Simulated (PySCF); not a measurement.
SMILES CCCCO, GFN2-xTB optimised geometry.

```
15

C      1.86    -0.71     0.00
C      0.33    -0.71     0.00
C     -0.24     0.70     0.00
C     -1.76     0.70     0.09
O     -2.24     0.12     1.28
H      2.24    -1.73     0.00
H      2.24    -0.21     0.88
H      2.24    -0.20    -0.88
H     -0.03    -1.24    -0.88
H     -0.03    -1.24     0.88
H      0.06     1.22    -0.91
H      0.17     1.26     0.85
H     -2.14     1.73    -0.01
H     -2.19     0.10    -0.72
H     -1.85     0.58     2.03
```

Density from CAM-B3LYP/def2-TZVP in PySCF at that geometry.

Minimum of the electron density along straight lines between bonded atoms, close to the bond critical point (lines longer than 1.1 times the sum of covalent radii, or with two minima, are not listed):

| bond | length / Å | ρ at the minimum / e bohr⁻³ | ∇²ρ there / e bohr⁻⁵ | position (fraction from the first atom) |
|---|---|---|---|---|
| C1–C2 | 1.523 | 0.249 | -0.63 | 0.50 |
| C2–C3 | 1.527 | 0.249 | -0.62 | 0.50 |
| C3–C4 | 1.529 | 0.253 | -0.65 | 0.49 |
| C4–O5 | 1.408 | 0.266 | -0.61 | 0.36 |
| C1–H6 | 1.087 | 0.280 | -0.97 | 0.64 |
| C1–H7 | 1.088 | 0.280 | -0.96 | 0.64 |
| C1–H8 | 1.088 | 0.280 | -0.96 | 0.64 |
| C2–H9 | 1.092 | 0.280 | -0.96 | 0.64 |
| C2–H10 | 1.092 | 0.281 | -0.98 | 0.64 |
| C3–H11 | 1.092 | 0.279 | -0.96 | 0.64 |
| C3–H12 | 1.095 | 0.277 | -0.94 | 0.64 |
| C4–H13 | 1.101 | 0.281 | -0.99 | 0.64 |
| C4–H14 | 1.093 | 0.287 | -1.03 | 0.65 |
| O5–H15 | 0.964 | 0.360 | ? | 0.80 |

**Question.** What belongs in the gaps?

**Answer.** 
- O5–H15, ∇²ρ there / e bohr⁻⁵: -2.40
